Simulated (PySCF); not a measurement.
C5H5FS (charge +1 and doublet state).
Structure used (GFN2-xTB), in Å, numbered top down from 1:
```xyz
12
C5H5FS angstrom
C      1.9869   -0.1156    0.6395
C      0.8597   -0.5364    0.0283
C     -0.3687    0.1981   -0.0310
C     -0.5205    1.4094    0.5334
S     -0.6853    2.7857    1.1806
C     -1.5478   -0.4093   -0.7582
F     -1.2398   -1.6237   -1.2569
H      2.8684   -0.7358    0.6347
H      2.0620    0.8323    1.1483
H      0.8425   -1.4986   -0.4685
H     -2.4015   -0.5357   -0.0760
H     -1.8547    0.2287   -1.6003
```

The hyperfine couplings belong to this conformer and change with its torsions.

Identity: `[CH2+][CH]C(=C=S)CF` [radical] (charge +1).

Level of theory: UKS B3LYP, pcH-1 on C F H S, non-relativistic, mean-field spin-orbit, GIAO (PySCF 2.14.0). Isolated species at its GFN2-xTB geometry (one conformer only). Couplings are sensitive to structure, and on GFN2-xTB geometries they can be far from those on DFT ones, by a factor of two or more for some ions and for spin on atoms past the first row. The SCF solution wasn't tested for stability.

Task: What is the g tensor, term by term?

Result: 
| Δg (ppm) | 1 | 2 | 3 |
| --- | --- | --- | --- |
| relativistic mass correction | -181 | -181 | -181 |
| gauge correction | 39 | -1 | 41 |
| orbital Zeeman/spin–orbit | -3383 | 120 | 4215 |
| total | -3525 | -63 | 4075 |

So g = 1.99879, 2.00226, 2.00639 and g_iso = 2.00248; the tensor is rhombic: the two nearest values differ by 46 % of g3 − g1. Axes: g1 points within 4° of the C3–C4 bond.

Task: What are the electron Larmor frequencies g μB B/h along the three axes at 340 mT?

Result: 9.5117, 9.5282, 9.5479 GHz for g1, g2 and g3, a range of 36.2 MHz.

Task: At 9.634 GHz, how far is the centre of the isotropic spectrum from where a free electron (g = 2.002319) resonates?

Result: B = hν/(g μB) with μB/h = 13.99624 MHz/mT gives 343.77 mT for the free electron and 343.74 mT at g_iso, 0.03 mT lower.

Task: Average each term over the three axes. Which is largest in size?

Result: The orbital-Zeeman/spin–orbit term 317, the mass correction -181 and the gauge correction 26 ppm, for a total of 162 ppm. The orbital-Zeeman/spin–orbit term is the largest in size. The mass correction is the same along every axis, so the anisotropy comes from the other two: their spans along these axes are 43 (gauge) and 7598 ppm (orbital Zeeman/spin–orbit).

Task: In a frozen sample, at which fields do the three g values resonate at 9.5, 34, 94 and 263 GHz (hyperfine left aside), and which band first spreads them over more than twice a line width of 0.3 mT?

Result: 
| band | GHz | B(g3) mT | B(g2) mT | B(g1) mT | spread mT |
| --- | --- | --- | --- | --- | --- |
| X | 9.5 | 338.30 | 338.99 | 339.58 | 1.29 |
| Q | 34.0 | 1210.74 | 1213.24 | 1215.34 | 4.60 |
| W | 94.0 | 3347.34 | 3354.26 | 3360.07 | 12.73 |
| J | 263.0 | 9365.43 | 9384.79 | 9401.05 | 35.61 |

The spread grows in proportion to the frequency. X band is the first where it exceeds 0.6 mT.

Largest spin populations (Mulliken): C1 (+0.42), S5 (+0.35), C3 (+0.28) and C2 (-0.07). Three atoms exceed +0.15. The positive populations add up to 1.13 and the negative ones to -0.13, together 2S = 1.

The HOMO–LUMO gaps are 3.52 eV among the α and 3.73 eV among the β orbitals.

The SMILES draws the unpaired electron on C2; the largest computed Mulliken spin population is on C1 (0.42 against -0.07).
